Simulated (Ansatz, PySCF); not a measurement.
Reaction (SMILES): Cl[Si](Cl)(Cl)Cl [tetrachlorosilane] + 3 [SiH4] (SiH4) -> 4 [SiH3]Cl [chlorosilane]
Structures are relaxed separately at B3LYP-D3(BJ)/def2-TZVP in Ansatz (a quantum-chemistry and plane-wave program). Frequencies are from Ansatz or PySCF.

Wanted: bond separation energy (enthalpy at 298 K, with B3LYP-D3(BJ) rigid-rotor harmonic-oscillator terms), in kJ/mol. Correlated levels leave the core frozen unless marked. Spin-orbit coupling is left out. Non-relativistic. CBS marks a two-point X^-3 extrapolation of the correlation energy; Hartree-Fock from the larger set. The bracket is a focal-point correction in the basis named.

RI-MP2/CBS(cc-pV(T+d)Z,cc-pV(Q+d)Z)+[CCSD(T)-MP2]/cc-pV(T+d)Z (Ansatz) gives 14.3 kJ/mol.

Task: Another calculation gave 16.1 kJ/mol. Which level was it?
A) SVWN5/def2-TZVPD (Ansatz)
B) r2SCANh/def2-TZVPD (Ansatz)
C) CAM-B3LYP/def2-TZVPD (Ansatz)

Result: B, r2SCANh/def2-TZVPD (Ansatz). The others give 31.1 (SVWN5), 4.9 (CAM-B3LYP) kJ/mol.
